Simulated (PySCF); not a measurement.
This PySCF input asks for the NMR shieldings of `S(C1=NNC(C=C)=C1)[SiH2]N`, C$_{5}$H$_{9}$N$_{3}$SSi; the geometry comes from GFN2-xTB.

```python
import basis_set_exchange as bse
import numpy as np
from pyscf import gto, dft
from pyscf.prop import nmr

atoms = """
C    -4.075859    0.372337   -0.374648
C    -3.152819   -0.581375   -0.303123
C    -1.733549   -0.371135   -0.168599
C    -0.706461   -1.301178   -0.135859
C     0.465439   -0.541657    0.004435
S     2.104245   -1.081622    0.107731
Si    2.932902    0.912132    0.300707
N     4.589459    0.550183    0.569370
N     0.187181    0.753930    0.056502
N    -1.142113    0.843945   -0.049921
H    -5.119301    0.132590   -0.477051
H    -3.834166    1.421572   -0.338608
H    -3.443183   -1.621926   -0.350509
H    -0.777638   -2.366042   -0.202352
H     2.408285    1.530260    1.505728
H     2.605049    1.618970   -0.933802
H     5.007254   -0.272947    0.167027
H     5.260515    1.294508    0.644738
H    -1.585041    1.747035   -0.029228
"""
names = dict.fromkeys(["C", "S", "Si", "N", "H"], "pcSseg-1")
basis = {el: gto.basis.parse(bse.get_basis(n, elements=[el], fmt="nwchem")) for el, n in names.items()}
mol = gto.M(atom=atoms, basis=basis, charge=0, verbose=0)
mf = dft.RKS(mol, xc="PBE0")
mf.grids.level = 2
mf.grids.alignment = dft.numint.BLKSIZE   # the property module wants whole blocks of grid points
mf.conv_tol = 1e-9
mf.kernel()

calc = nmr.RKS(mf)   # GIAO
C = mf.mo_coeff
Co = C[:, mf.mo_occ > 0]
resp = mf.gen_response(singlet=True, hermi=2)
def vind(x):   # induced exchange potential for any number of trial vectors
    d = np.einsum("pi,xij,qj->xpq", C, 2 * x.reshape(-1, C.shape[1], Co.shape[1]), Co, optimize=True)
    return np.einsum("xpq,pi,qj->xij", resp(d - d.transpose(0, 2, 1)), C, Co, optimize=True).ravel()
mo1, _ = nmr.rhf.solve_mo1(calc, with_cphf=vind)
sigma = calc.kernel(mo1)
for i, s in enumerate(sigma):   # ppm
    w = np.linalg.eigvalsh((s + s.T) / 2)
    print("%2d %-2s iso %8.1f  s11 %8.1f  s22 %8.1f  s33 %8.1f" % (i, mol.atom_pure_symbol(i), w.mean(), *w))
```

Question: Give the expected output.

Answer: 
```
 0 C  iso     70.9  s11    -37.0  s22     78.4  s33    171.2
 1 C  iso     54.5  s11    -63.8  s22     66.1  s33    161.1
 2 C  iso     41.1  s11    -21.0  s22     15.3  s33    128.9
 3 C  iso     74.3  s11      7.7  s22     71.0  s33    144.2
 4 C  iso     33.3  s11    -43.4  s22     28.4  s33    115.1
 5 S  iso    635.1  s11    420.0  s22    573.4  s33    912.1
 6 Si iso    376.5  s11    355.0  s22    370.6  s33    403.9
 7 N  iso    259.2  s11    222.8  s22    264.5  s33    290.3
 8 N  iso    -53.5  s11   -252.5  s22    -62.4  s33    154.3
 9 N  iso     60.8  s11    -39.3  s22     86.4  s33    135.2
10 H  iso     26.3  s11     24.4  s22     24.8  s33     29.7
11 H  iso     26.1  s11     23.7  s22     23.9  s33     30.6
12 H  iso     25.0  s11     21.9  s22     24.3  s33     28.7
13 H  iso     25.6  s11     22.4  s22     25.6  s33     28.7
14 H  iso     26.1  s11     21.7  s22     25.8  s33     30.9
15 H  iso     25.9  s11     21.4  s22     25.5  s33     30.8
16 H  iso     31.2  s11     22.8  s22     29.5  s33     41.3
17 H  iso     31.6  s11     23.7  s22     27.0  s33     44.1
18 H  iso     22.4  s11     15.8  s22     24.0  s33     27.3
```

These numbers come from an equivalent density-fitted implementation of the same equations, which agrees with the script to about 0.01 ppm for H and up to a few tenths of a ppm for heavy atoms, so last digits may differ.

Question: Turn these shieldings into chemical shifts. Chemical shifts δ = σref − σ; 13C (σref 186.93), 29Si (σref 349.16), 1H (σref 31.72) vs TMS; CS2 for 33S (σref 503.73); NH3 for 15N (σref 267.73), all at this level.

Answer: Averaging equivalent atoms: C 4: 153.6; C 2: 145.8; C 1: 132.4; C 0: 116.0; C 3: 112.6; S 5: -131; Si 6: -27.3; N 8: 321.2; N 9: 207.0; N 7: 8.5; H 18: 9.33; H 12: 6.76; H 13: 6.16; H 14/15: 5.71; H 11: 5.64; H 10: 5.46; H 16/17: 0.30 ppm. Experimental scales use liquid or dissolved standards, which lie at an offset from isolated NH3 (liquid NH3: subtract about 20 ppm). Unscaled 15N shifts of sp2 nitrogen come out 20 to 40 ppm too high even then.

Size and cost of the density-fitted run: 229 basis functions, 2.6 min wall time on 1 thread of an Intel Xeon, shared host; peak memory 1 GiB.
